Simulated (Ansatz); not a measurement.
A further run on Cs3⁺.

```yaml
crystal:
  periodic: [false, false, false]
  atoms:
    - {symbol: Cs, position_ang: [-0.480307, -2.983615, -0.272464]}
    - {symbol: Cs, position_ang: [2.802856, 1.045275, 0.508207]}
    - {symbol: Cs, position_ang: [-2.322549, 1.938340, -0.235733]}
basis:
  gaussian: {orbitals: def2-TZVP}
total_charge: 1
hamiltonian: {xc: {name: rPW86-PBE}}
scf: {omitted_lower_state_checks: [starts]}
```

```sh
$ ansatz run in.yaml --threads 2 --pin off --events-out ev --progress --plain --max-ram 4352MiB
```

Shortened log:

```
Functional definition: rPW86-PBE
954 factors; their error is unknown
mean field evaluation 1: about -1645.8437 eV, gradient 1.2e1 eV
mean field evaluation 2: about -1645.2392 eV, gradient 1.8e1 eV
mean field evaluation 4: about -1646.5412 eV, gradient 1.1e-1 eV
mean field evaluation 8: about -1646.5326 eV, gradient 1.9e-2 eV
mean field -1646.53260688 eV, -60.5089572430 hartree, gradient 8.8e-6 eV, S^2 0.000000; 0 other end points of the search recorded, 0 dependent functions left out
reference -1646.53275015 eV, -60.5089625079 hartree; 13, 13 occupied and 74, 74 virtual orbitals, 954 factors
Total energy: -1646.53275015 eV, -60.5089625079 hartree
Checks for a lower state left out: starts
```

Hardware: 2 threads of Arm Neoverse V1 on a shared host. Wall time 9.1 s.

In the def2 sets Cs takes a core potential; there is no spin–orbit coupling.
